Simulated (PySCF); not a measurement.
**Working out the ionisation energy of Co⁺**

Co⁺ [Ar] 3d8 (3F) → Co²⁺ [Ar] 3d7 (4F). Calculation: PySCF 2.14, in aug-cc-pVDZ (7s6p4d2f, 59 functions); the non-relativistic Hamiltonian (point nucleus). Frozen: [Ar]. Energies in hartree (1 hartree = 27.21139 eV):

| part | Co⁺ (lower) | Co²⁺ (upper) |
| --- | --- | --- |
| UHF | -1381.135031 | -1380.605944 |
| MP2 opposite-spin | -0.149258 | -0.084099 |
| MP2 same-spin | -0.094306 | -0.067191 |

Question: What does Hartree-Fock give?

Answer: (-1380.605944) − (-1381.135031) = 0.529087 hartree = 14.397 eV.

Question: What do MP2 and SCS-MP2 (6/5 opposite-spin, 1/3 same-spin) give?

Answer: The opposite-spin parts differ by 1.773 eV and the same-spin parts by 0.738 eV. MP2: 14.397 + (1.773) + (0.738) = 16.908 eV. SCS-MP2: 14.397 + 1.2 × (1.773) + (0.738)/3 = 16.771 eV.

Reference: 17.084 eV (measured; NIST Atomic Spectra Database, ionization energies), between the lowest levels; spin-orbit coupling is absent from the calculation.

The calculation is non-relativistic.

A double-zeta basis recovers only part of the correlation energy.

What remains against the reference includes basis incompleteness, the frozen core and correlation beyond second order.
